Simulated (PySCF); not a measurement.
Record of a relaxation.

Species: C2H10Si2.
Numbering: `[CH3:1][SiH2:2][SiH2:3][CH3:4]` (hydrogens: H5, H6, H7 on C1; H8, H9 on Si2; H10, H11 on Si3; H12, H13, H14 on C4)

Method: PBE0-D3(BJ)/def2-SVP geometry optimisation, gas phase in PySCF 2.14.0; density fitting, grid level 1; the optimiser is geomeTRIC in internal coordinates, started from a GFN2-xTB structure with every atom displaced at random (about 0.01 Å). The frame can shift and turn from step to step; on so coarse a grid that alone can change the energy by a few meV, and forces under 0.02 eV/Å are noise.

Step 0: E = -17976.8079 eV, largest atomic force 2.543 eV/Å
```
atom  x, y, z in Å  |  force x, y, z in eV/Å
C1     -2.506    0.135    0.279   -0.123   1.017  -0.422
Si2    -0.915   -0.653   -0.310   -0.633   0.340   0.552
Si3     0.889    0.646    0.297    1.696  -0.576   0.112
C4      2.559   -0.158   -0.282   -2.474  -0.540  -0.232
H5     -2.651    1.142   -0.169    0.180  -0.272   0.084
H6     -2.545    0.278    1.353    0.099  -0.020   0.614
H7     -3.384   -0.433   -0.005   -0.416  -0.502  -0.176
H8     -0.859   -2.001    0.256    0.271  -0.609   0.335
H9     -1.023   -0.835   -1.744    0.143  -0.024  -0.993
H10     1.021    0.839    1.771   -0.269  -0.083   0.191
H11     0.865    2.004   -0.254   -0.273   0.558  -0.351
H12     2.656   -1.147    0.163    0.078  -0.374   0.124
H13     2.510   -0.266   -1.369    0.212  -0.038  -0.271
H14     3.377    0.434    0.004    1.508   1.123   0.435
```

Step 1: E = -17977.0137 eV, largest atomic force 0.511 eV/Å
```
atom  x, y, z in Å  |  force x, y, z in eV/Å
C1     -2.369    0.453    0.445   -0.070  -0.056   0.096
Si2    -0.798   -0.408   -0.138    0.217  -0.133  -0.167
Si3     1.179    0.754    0.377   -0.187   0.056  -0.162
C4      2.730   -0.056   -0.347    0.180   0.362   0.312
H5     -2.450    1.448   -0.011    0.004   0.087  -0.054
H6     -2.381    0.583    1.539    0.035  -0.026  -0.016
H7     -3.264   -0.124    0.161    0.065   0.007   0.006
H8     -0.667   -1.781    0.463   -0.105   0.034  -0.027
H9     -0.840   -0.581   -1.633   -0.044  -0.022   0.097
H10     1.251    0.860    1.870    0.129   0.023   0.011
H11     1.039    2.147   -0.171    0.057  -0.015   0.061
H12     2.863   -1.072    0.052    0.028  -0.045  -0.006
H13     2.679   -0.111   -1.445   -0.019   0.013   0.007
H14     3.618    0.553   -0.062   -0.290  -0.286  -0.160
```

Step 2: E = -17977.0295 eV, largest atomic force 0.140 eV/Å
```
atom  x, y, z in Å  |  force x, y, z in eV/Å
C1     -2.354    0.449    0.445   -0.035   0.049   0.020
Si2    -0.790   -0.415   -0.151    0.099  -0.050  -0.051
Si3     1.170    0.768    0.373   -0.118   0.023  -0.021
C4      2.713   -0.051   -0.335    0.075   0.076   0.091
H5     -2.436    1.448   -0.009   -0.004  -0.011   0.007
H6     -2.352    0.571    1.539    0.017  -0.008  -0.002
H7     -3.248   -0.129    0.166    0.004  -0.001   0.002
H8     -0.685   -1.787    0.448   -0.030   0.002  -0.007
H9     -0.849   -0.591   -1.642   -0.005  -0.012   0.016
H10     1.274    0.877    1.865    0.028   0.019   0.000
H11     1.046    2.162   -0.170    0.010   0.003   0.026
H12     2.840   -1.068    0.065   -0.006  -0.011  -0.018
H13     2.655   -0.109   -1.432    0.001  -0.016  -0.018
H14     3.604    0.540   -0.065   -0.035  -0.064  -0.045
```

Step 3: E = -17977.0316 eV, largest atomic force 0.032 eV/Å
```
atom  x, y, z in Å  |  force x, y, z in eV/Å
C1     -2.347    0.448    0.448   -0.002   0.017  -0.005
Si2    -0.786   -0.419   -0.159    0.009  -0.009  -0.002
Si3     1.163    0.776    0.370   -0.002  -0.011   0.002
C4      2.708   -0.049   -0.331   -0.009   0.009   0.003
H5     -2.432    1.449   -0.002   -0.003  -0.003   0.005
H6     -2.334    0.565    1.542    0.008  -0.003   0.004
H7     -3.244   -0.128    0.174   -0.005  -0.001   0.004
H8     -0.691   -1.790    0.440   -0.001  -0.002   0.000
H9     -0.851   -0.596   -1.648    0.004  -0.002  -0.004
H10     1.277    0.890    1.862   -0.006   0.009  -0.002
H11     1.043    2.171   -0.170   -0.004   0.003   0.004
H12     2.828   -1.067    0.069   -0.015  -0.006  -0.005
H13     2.650   -0.114   -1.428   -0.003  -0.012  -0.005
H14     3.606    0.529   -0.069    0.030   0.012   0.002
```

Step 4: E = -17977.0319 eV, largest atomic force under 0.02 eV/Å
```
atom  x, y, z in Å  |  force x, y, z in eV/Å
C1     -2.344    0.449    0.451    0.003   0.002  -0.007
Si2    -0.785   -0.419   -0.162   -0.010   0.000   0.003
Si3     1.162    0.779    0.368    0.013  -0.006   0.003
C4      2.706   -0.050   -0.331   -0.002   0.003  -0.008
H5     -2.430    1.451    0.003   -0.001  -0.001   0.003
H6     -2.324    0.563    1.545    0.004  -0.001   0.002
H7     -3.242   -0.127    0.180   -0.003   0.001   0.005
H8     -0.691   -1.792    0.436    0.003  -0.001   0.000
H9     -0.851   -0.596   -1.651    0.002   0.001  -0.002
H10     1.274    0.895    1.860   -0.007   0.003   0.000
H11     1.041    2.173   -0.172   -0.005   0.001  -0.002
H12     2.821   -1.068    0.071   -0.008  -0.002  -0.001
H13     2.647   -0.118   -1.428   -0.003  -0.005   0.001
H14     3.608    0.525   -0.072    0.013   0.005   0.003
```

Question: Summarise the path.

Answer: The energy falls by 5.16 kcal/mol from step 0 to step 4; nine tenths of that is first reached at step 1. It falls at every step. The largest force goes from 2.543 to under 0.02 eV/Å. Among the bonds Si3–C4 changes most, from 1.942 to 1.886 Å; the atoms move by 0.062 Å rms after alignment.

What follows is the cost of the whole optimisation. The run took 23 s of wall time on one thread, Arm Neoverse V1 (aarch64), shared host with 32 logical CPUs at a one-minute load of 43, and the process peaked at 0.46 GiB of memory.
